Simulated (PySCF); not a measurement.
Species: C₇H₆F₂O.
Numbering: `[F:1][CH:2]([F:3])[O:4][c:5]1[cH:6][cH:7][cH:8][cH:9][cH:10]1`

Probes without a nucleus sit at each ring's centroid and 1 Å off its mean plane on both sides; NICS is minus the shielding there, NICSzz its component along the normal. Level: GIAO PBE0/pcSseg-1 (PySCF, non-relativistic, gas phase) on the GFN2-xTB geometry, one conformer.

Ring bond lengths (Å), with Mayer bond orders in brackets: C5–C6 1.390 (1.41), C6–C7 1.381 (1.46), C7–C8 1.386 (1.42), C8–C9 1.382 (1.45), C9–C10 1.387 (1.43), C10–C5 1.386 (1.39).

**Question.** What do the NICS probes read (ppm)?

**Answer.** 
```
              ring                                              type  NICS(0)  NICS(1), two faces  NICS(1)zz, two faces  rms pucker (Å)  centre to ring atoms, mean (Å)
C5–C6–C7–C8–C9–C10  6-membered carbocycle; formal bonds all aromatic     -9.8       -11.4 / -11.4         -28.2 / -28.6            0.00                            1.39
```

**Question.** What do they say, and how far can they be read as aromaticity?

**Answer.** 
- C5–C6–C7–C8–C9–C10: mean NICS(1)zz -28.4 ppm, shielded, aromatic by this magnetic criterion (flat ring, no four-coordinate atom).

**Question.** And the bond-length index? HOMA = 1 − mean of α(R − Ropt)² over the ring bonds, with Krygowski's 1993 parameters (CC: Ropt 1.388 Å, α 257.7 Å⁻²).

**Answer.** 
- C5–C6–C7–C8–C9–C10: HOMA 1.00 = 1 − EN − GEO, with mean bond length 1.385 Å, EN = α(Ropt − mean)² = 0.002 and GEO = α × variance = 0.002. The geometric and the magnetic index point the same way.

**Question.** What field does 1 T along the ring normal induce along that normal at the second NICS(1) probe listed for ring C5–C6–C7–C8–C9–C10, 1 Å off the ring?

**Answer.** NICSzz × B0 = -28.6 ppm × 1 T = -29 μT, against the applied field.

**Question.** What are the shieldings of the ring atoms and their hydrogens in the same run (means over atoms taken as equivalent)?

**Answer.** 
```tsv
atoms	environment	σ isotropic (ppm)	principal values of the symmetric part, first atom (ppm)
C5	aromatic carbon bearing oxygen	26.3	-64.6, 32.5, 111.0
C6 (×2)	aromatic CH carbon	65.5	-28.0, 46.7, 168.2
C7 (×2)	aromatic CH carbon	51.2	-58.8, 34.7, 176.9
C8	aromatic CH carbon	57.4	-51.5, 43.2, 180.5
H on C6 (×2)	aromatic hydrogen	24.37	20.2, 24.1, 28.4
H on C7 (×2)	aromatic hydrogen	24.00	20.6, 24.6, 26.8
H on C8	aromatic hydrogen	24.26	20.9, 25.1, 26.7
```

Time: 35 s wall; peak memory 0.80 GiB. Hardware: one thread, Intel Xeon Platinum 8488C (x86_64), shared host with 192 logical CPUs at a one-minute load of 55. This is the whole shielding run at PBE0/pcSseg-1, SCF included.

The values belong to the conformer `[F:1][CH:2]([F:3])[O:4][c:5]1[cH:6][cH:7][cH:8][cH:9][cH:10]1`: F1–C2–O4–C5 -162°, C2–O4–C5–C6 162°.
